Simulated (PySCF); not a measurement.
## Electronic structure of Tc (technetium, neutral) at the BLYP level

Configuration: [Kr] 4d5 5s1 6s1, high-spin 8S determinant (an excited configuration). All numbers are calculated (PySCF 2.14, scalar relativity through the core potential, in aug-cc-pVDZ-PP with ECP28MDF).

```json
{
 "Total energy": "-80.2182 hartree",
 "One-electron energy": "-135.3575 hartree",
 "Hartree (Coulomb) energy": "63.8510 hartree",
 "Exchange-correlation energy": "-8.7117 hartree",
 "⟨S²⟩": "15.7500",
 "⟨L²⟩": "0.000",
 "Sum of ⟨r⟩": "29.60 bohr",
 "Sum of ⟨r²⟩": "124.5 bohr²"
}
```

| shell | electrons | mean orbital energy (hartree) | rms radius, mean of both spins (bohr) |
| --- | --- | --- | --- |
| 4s α | 1 | -2.89969 | 1.13 |
| 4s β | 1 | -2.77009 | 1.13 |
| 4p α | 3 | -1.86385 | 1.26 |
| 4p β | 3 | -1.73169 | 1.26 |
| 4d α | 5 | -0.42549 | 1.83 |
| 5s α | 1 | -0.31844 | 3.25 |
| 6s α | 1 | -0.05167 | 9.22 |

Energies and moments cover only the electrons outside the core potential. The outer electron is Rydberg-like, and this basis confines it to a smaller radius and binds it less than a complete one would.
